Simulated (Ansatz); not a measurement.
Input and output for F2Ga (`[F][Ga][F]`) radical.

```yaml
crystal:
  periodic: [false, false, false]
  atoms:
    - {symbol: F, position_ang: [-1.311223, 0.374965, -0.686387]}
    - {symbol: Ga, position_ang: [0.211074, 0.523561, 0.176745]}
    - {symbol: F, position_ang: [1.089248, -0.963427, 0.496341]}
basis:
  gaussian: {orbitals: aug-cc-pVTZ, point_charges: [{charge: 1.00, position_ang: [5.695, 0.875, 0.078]}]}
magnetization: {spin_polarized: true, initial_magnetization: 3}
hamiltonian: {xc: {name: B2GP-PLYP}}
output: {forces: true}
```

```sh
$ ansatz run in.yaml --threads 2 --pin off --events-out ev --progress --plain --max-ram 32768MiB --backend cpu
```

Output, abridged:

```
Functional definition: B2GP-PLYP
965 factors; integrals over basis functions are off by at most 5.9e-4 eV
mean field evaluation 1: about -57779.8208 eV, gradient 2.6e1 eV
mean field evaluation 2: about -57779.9774 eV, gradient 2.6e1 eV
mean field evaluation 4: about -57783.0848 eV, gradient 7.9e0 eV
mean field evaluation 8: about -57783.7256 eV, gradient 6.6e-1 eV
mean field evaluation 16: about -57783.8549 eV, gradient 1.1e-1 eV
mean field evaluation 32: about -57783.8756 eV, gradient 8.2e-2 eV
mean field -57783.91368826 eV, -2123.5196607002 hartree, gradient 6.7e-6 eV, S^2 3.755675; 6 other end points of the search recorded, 0 dependent functions left out
11 core orbitals not correlated: weight in the atoms' cores, before any rotation towards them, 1.000 or more for the frozen orbitals, at most 0.000 for the correlated occupied ones
reference -57783.91380368 eV, -2123.5196649418 hartree; 15, 12 occupied and 125, 128 virtual orbitals, 965 factors
second order -18.18183648 eV of doubles, -0.00000000 eV of singles
Total energy: -57790.45926482 eV, -2123.7602062018 hartree
Atom 0 at    -1.311223     0.374965    -0.686387 Å, force    -5.294934    -0.824849    -3.116104 eV/Å
Atom 1 at     0.211074     0.523561     0.176745 Å, force     5.235331     1.417917     3.183758 eV/Å
Atom 2 at     1.089248    -0.963427     0.496341 Å, force     0.170397    -0.540882    -0.057102 eV/Å
Dipole moment:    -0.928764     0.264012    -0.284252 e Å
```

It took 87 s on 2 threads of a server CPU on a shared host, with 0.85 GiB of host memory at the peak.
